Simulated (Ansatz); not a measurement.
C3H8SSi (`CC1C[SiH2]S1`) at its PBE0-D4/def2-TZVP geometry, where that method's forces vanish. The species carries charge 0 and has multiplicity 1.

```xyz
13

C    -0.6241   -1.1711   -1.2999
C    -0.6471   -0.1448   -0.1937
C     0.4979   -0.2542    0.8363
Si    0.7685    1.6000    0.9225
S    -0.4338    1.5953   -0.8388
H    -1.4329   -1.0054   -2.0151
H     0.3238   -1.1313   -1.8412
H    -0.7407   -2.1748   -0.8788
H    -1.6118   -0.1689    0.3178
H     0.2288   -0.8001    1.7416
H     1.3641   -0.7432    0.3824
H     2.1542    2.1180    0.7720
H     0.1530    2.2805    2.0949
```

Task: What forces (eV/Å) does ωB97M-V/def2-TZVPP give on these atoms in the Gaussian-basis code of Ansatz? (Estimate.)

Result: The calculation gave: 
```
C1  -0.007 -0.167 -0.139
C2  -0.192  0.110  0.077
C3   0.132 -0.054  0.131
Si4  0.089  0.111  0.125
S5   0.004  0.033 -0.039
H6   0.061 -0.008  0.051
H7  -0.057  0.005  0.041
H8   0.013  0.072 -0.036
H9   0.087 -0.017 -0.040
H10  0.022  0.038 -0.071
H11 -0.058  0.024  0.020
H12 -0.165 -0.064  0.018
H13  0.073 -0.084 -0.137
```
